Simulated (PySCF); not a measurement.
C3H8Cl2OSi (SMILES CC(C)[Si](O)(Cl)Cl), singlet, geometry from GFN2-xTB.

Here is a job for PySCF.
```python
from pyscf import gto, scf, mcscf
import numpy

mol = gto.M(
    atom='''
C    -0.55973951   -1.81269506    1.76668685
C    -0.87057258   -1.27585366    0.36813485
C    -2.29409756   -0.71590407    0.32534417
Si    0.42300208    0.01102246   -0.18785085
O     1.84805286   -0.75828026   -0.12529221
Cl    0.08153478    0.65716294   -2.07996701
Cl    0.45908446    1.62471252    1.03605321
H     0.43594644   -2.24628556    1.79788151
H    -1.28112915   -2.57956829    2.04233446
H    -0.61116569   -1.01456102    2.50365743
H    -0.82390762   -2.12056243   -0.32698603
H    -3.00872451   -1.48535877    0.61134191
H    -2.54797890   -0.36793188   -0.67335199
H    -2.39884436    0.11826869    1.01599547
H     2.68528277   -0.35723896   -0.35308401
''',
    basis='sto-3g',
    verbose=4,
)

mf = scf.RHF(mol)
mf.kernel()
mc = mcscf.CASSCF(mf, 5, 6)
mc.fix_spin_(ss=0.0)
mc.kernel()
occ = numpy.linalg.eigvalsh(mc.fcisolver.make_rdm1(mc.ci, mc.ncas, mc.nelecas))[::-1]
ss = mc.fcisolver.spin_square(mc.ci, mc.ncas, mc.nelecas)[0]
print('natural occupations', occ.round(4), ' <S^2>', round(ss, 4))
```

### Question
Give the SCF-reference HOMO energy at the level CASSCF(6,5)/STO-3G (PySCF).

### Answer
-10.11 eV

### Question
Estimate the SCF-reference Mulliken (on the basis functions themselves) charges in atom order that CASSCF(6,5)/STO-3G returns for this input.

### Answer
C1 -0.18, C2 -0.19, C3 -0.18, Si4 1.15, O5 -0.50, Cl6 -0.38, Cl7 -0.38, H8 0.07, H9 0.07, H10 0.06, H11 0.06, H12 0.07, H13 0.06, H14 0.06, H15 0.22

### Question
Estimate the number of basis functions that CASSCF(6,5)/STO-3G returns for this input.

### Answer
55

### Question
Estimate the total energy that CASSCF(6,5)/STO-3G returns for this input.

### Answer
-37705.7972 eV
